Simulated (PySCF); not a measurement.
## How methods differ on the excitation energy of I(2+)

I(2+) [Kr] 4d10 5s2 5p3 (4S) → I(2+) [Kr] 4d10 5s1 5p4 (4P), as a difference of total energies. Calculation: PySCF 2.14, in aug-cc-pwCVTZ-DK3; scalar relativity by spin-free X2C-1e. Correlated levels: valence: [Kr] 4d10 frozen; valence and next inner shell: [Ar] 3d10 frozen. The calculations carry no spin-orbit coupling.

```
                                method  excitation energy (eV)
                                   UHF                  11.107
                                   LDA                  11.576
                                   PBE                  11.426
                                  PBE0                  11.393
                                r2SCAN                  11.159
                             CAM-B3LYP                  11.536
                                M06-2X                  11.170
                               wB97M-V                  11.399
                         MP2 (valence)                  11.059
                     SCS-MP2 (valence)                  11.049
    MP2 (valence and next inner shell)                  11.495
SCS-MP2 (valence and next inner shell)                  11.396
```

**Question.** How much does correlation contribute at MP2 (valence and next inner shell)?

**Answer.** 11.495 − (11.107) = 0.388 eV, measured against UHF.

A first-order spin-orbit estimate (lowest level to lowest level, LS coupling) adds -0.395 eV.
